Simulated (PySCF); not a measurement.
**A search over the determinants of BeP**

Unrestricted PBE0; Be pcseg-2, P pcseg-2; no relativity (PySCF 2.14). Outer shells of the fragments: Be 2s2; P 3s2 3p3.

Followed along the bond (rough minima from three points):

```tsv
2Ms+1	unpaired	⟨S²⟩ at the start	R at minimum (Å)	Te (eV)
4	σ ↑, π ↑↑	3.76	2.07	0.00
2	σ ↓, π ↑↑	1.76	2.07	0.12
2	π ↑	0.83	1.90	0.27
2	σ ↑	0.75	2.06	1.43
```

Solutions found at the starting distance of 2.025 Å, counted from the lowest of them; the search is not exhaustive and high or unbound solutions are not listed, so other states can lie among these:

```json
{"2Ms+1": "4", "unpaired": "σ ↑, π ↑↑", "term": "⁴Σ⁻", "E (eV)": "0.00", "⟨S²⟩": "3.76", "⟨Lz²⟩": "0.00", "μ (D)": "-0.51"}
{"2Ms+1": "2", "unpaired": "σ ↓, π ↑↑", "term": "mixed", "E (eV)": "0.12", "⟨S²⟩": "1.76", "⟨Lz²⟩": "0.00", "μ (D)": "-0.58"}
{"2Ms+1": "2", "unpaired": "π ↑", "term": "²Π", "E (eV)": "0.37", "⟨S²⟩": "0.83", "⟨Lz²⟩": "1.01", "μ (D)": "-3.96"}
{"2Ms+1": "2", "unpaired": "σ ↑, π ↑↓", "term": "mixed", "E (eV)": "0.38", "⟨S²⟩": "1.76", "⟨Lz²⟩": "2.02", "μ (D)": "-0.48"}
{"2Ms+1": "2", "unpaired": "σ ↑", "term": "mixed", "E (eV)": "1.43", "⟨S²⟩": "0.75", "⟨Lz²⟩": "2.00", "μ (D)": "-0.24"}
{"2Ms+1": "4", "unpaired": "σ ↑↑, π ↑", "term": "⁴Π", "E (eV)": "1.70", "⟨S²⟩": "3.76", "⟨Lz²⟩": "1.02", "μ (D)": "-0.16"}
```

A term symbol is given only where ⟨S²⟩ and ⟨Lz²⟩ are close to those of a pure state; real π, δ and φ orbitals otherwise mix terms. A positive dipole means Be(−)P(+).
